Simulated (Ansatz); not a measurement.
Problem. Predict a relaxed structure of NbTe₂⁺ (the lowest singlet isomer of a short search), charge 1, singlet, at r2SCAN-D4/def2-TZVP (Ansatz).

Solution. 
Cartesian coordinates in Å:
```
Nb 0.1934 -0.9365 -0.2416
Te -1.9996 0.0264 0.3103
Te 1.8063 0.9101 -0.0687
```
Point group C2v (tolerance 0.1 Å). The metal has 2 neighbours: Te 2.46 Å, Te 2.46 Å. This is one stationary point.

In the def2 sets Nb, Te take a core potential; there is no spin–orbit coupling. The relaxation made no stability test and no search for a lower SCF solution. At r2SCAN-D4/def2-TZVP a triplet of charge 1 lies 0.12 eV below the restricted singlet, each at its own geometry. The structure comes from a short search, and lower isomers may exist.
